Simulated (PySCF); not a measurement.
Species: C4H6Cl3 (doublet state).
Numbering: `[CH3:1][CH:2][CH2:3][C:4]([Cl:5])([Cl:6])[Cl:7]` (hydrogens: H8, H9, H10 on C1; H11 on C2; H12, H13 on C3)

Geometry (GFN2-xTB, Å), atoms numbered from 1 in this order:
```
atom  x, y, z in Å
C1     1.7917    0.1624    0.4245
C2     0.6595   -0.7263    0.1100
C3    -0.4395   -0.3190   -0.7862
C4    -1.6108    0.3291   -0.0200
Cl5   -2.9173    0.7838   -1.1543
Cl6   -1.0808    1.7939    0.8261
Cl7   -2.2833   -0.7978    1.1739
H8     1.8538    0.9895   -0.2784
H9     1.6961    0.5807    1.4333
H10    2.7328   -0.3917    0.4135
H11    0.5494   -1.6391    0.6694
H12   -0.0971    0.4168   -1.5179
H13   -0.8589   -1.1818   -1.3116
```

The hyperfine couplings belong to this conformer and change with its torsions.

Computed, not measured: PySCF 2.14.0, UKS B3LYP, pcH-1 on C Cl H, non-relativistic, mean-field spin-orbit, GIAO. Isolated species at its GFN2-xTB geometry (one conformer only). The geometry wasn't refined by DFT: couplings that depend on bond lengths, twists or pyramidal angles can differ widely from those at the functional's own minimum. No stability test was run, so a lower SCF solution isn't excluded.

Task: Give the principal g shifts and their parts.

Result: 
| Δg (ppm) | 1 | 2 | 3 |
| --- | --- | --- | --- |
| relativistic mass correction | -149 | -149 | -149 |
| gauge correction | 39 | 3 | 37 |
| orbital Zeeman/spin–orbit | 854 | 1356 | 2477 |
| total | 745 | 1210 | 2365 |

So g = 2.00306, 2.00353, 2.00468 and g_iso = 2.00376; the tensor is rhombic: the two nearest values differ by 29 % of g3 − g1. Axes: g1 points within 5° of the C2–C3 bond.

Task: What effective moment and Curie constant follow for a powder?

Result: With the mean of g² = 4.0151 and S(S+1) = 0.75: μ_eff = √(⟨g²⟩S(S+1)) = 1.735 μB and χT = 0.12505·⟨g²⟩·S(S+1) = 0.377 cm³ K/mol (cgs; spin-Hamiltonian part alone).

Task: At 9.514 GHz, how far is the centre of the isotropic spectrum from where a free electron (g = 2.002319) resonates?

Result: B = hν/(g μB) with μB/h = 13.99624 MHz/mT gives 339.48 mT for the free electron and 339.24 mT at g_iso, 0.24 mT lower.

Task: How much does each term add to the isotropic shift?

Result: The orbital-Zeeman/spin–orbit term 1562, the mass correction -149 and the gauge correction 26 ppm, for a total of 1440 ppm. The orbital-Zeeman/spin–orbit term is the largest in size. The mass correction is the same along every axis, so the anisotropy comes from the other two: their spans along these axes are 37 (gauge) and 1623 ppm (orbital Zeeman/spin–orbit).

Task: In a frozen sample, at which fields do the three g values resonate at 9.5, 34, 94 and 263 GHz (hyperfine left aside), and which band first spreads them over more than twice a line width of 0.3 mT?

Result: 
```
band    GHz  B(g3) mT  B(g2) mT  B(g1) mT  spread mT
   X    9.5    338.58    338.78    338.86       0.27
   Q   34.0   1211.77   1212.47   1212.75       0.98
   W   94.0   3350.20   3352.13   3352.91       2.71
   J  263.0   9373.42   9378.83   9381.00       7.58
```

The spread grows in proportion to the frequency. Q band is the first where it exceeds 0.6 mT.

The Mulliken spin populations are largest on C2 (+1.01), C1 (-0.08) and C3 (-0.07). No atom but C2 exceeds +0.15. The angles at C2 add up to 359.3°, so it is planar; its axial dipolar tensor and the negative coupling of its proton fit spin in a p orbital normal to that plane.

The HOMO–LUMO gaps are 5.09 eV among the α and 6.20 eV among the β orbitals.
